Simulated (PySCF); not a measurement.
The vertical singlet excitations below were computed for one of the candidates. Computed with TDDFT CAM-B3LYP/def2-SVPD, vertical, gas phase, core orbitals frozen in the response, def2 core potentials past Kr (PySCF 2.14.0, density-fitted response routines). Geometries: PBE0-D3(BJ)/def2-SVP, one conformer each. Atoms past krypton carry core potentials; spin–orbit coupling is left out.

```csv
state,λ (nm),f
S1,204.7,0.0002
S2,179.4,0.017
S3,171.7,0.033
S4,167.9,0.025
S5,164.4,0.030
S6,160.9,0.136
S7,159.2,0.084
S8,158.7,0.017
S9,157.8,0.046
S10,154.9,0.059
```

Triplets computed (Tamm–Dancoff): 5.61, 6.10, 6.60, 6.69 eV.

Orbital energies (eV): HOMO-3 -10.28, HOMO-2 -9.95, HOMO-1 -9.68, HOMO -9.15, LUMO 0.72, LUMO+1 1.00, LUMO+2 1.29.

**Question.** Which candidate is it?
A. `CCCC[O][AlH2]`
B. `CC(=O)[O][SnH]([CH3])[CH3]`
C. `[H][Sn]([CH3])([CH3])[C](C)(C)C`

**Answer.** B. Its S1 lies at 6.06 eV; the nearest of the others has S1 at 5.74 eV. S1 is HOMO→LUMO+4 (41%), HOMO→LUMO+3 (24%), HOMO-1→LUMO+4 (12%). Löwdin shares by element: HOMO oxygen 47% or more, carbon 19% or more, tin 9% (atoms not listed hold the other 26%); LUMO tin 45%, carbon 18% or more, hydrogen 7% or more (atoms not listed hold the other 29%). At the same level the other candidates give, for their lowest levels:
- `[H][Sn]([CH3])([CH3])[C](C)(C)C`: 188 nm (f 0.009); 180 nm (f 0.028); 176 nm (f 0.026); 169 nm (f 0.086); 168 nm (f 0.455); T1 6.11 eV; HOMO -8.14, LUMO 0.94 eV
- `CCCC[O][AlH2]`: 216 nm (f 0.002); 192 nm (f 0.035); 182 nm (f 0.006); 169 nm (f 0.003); 164 nm (f 0.008); T1 5.35 eV; HOMO -9.07, LUMO 0.12 eV
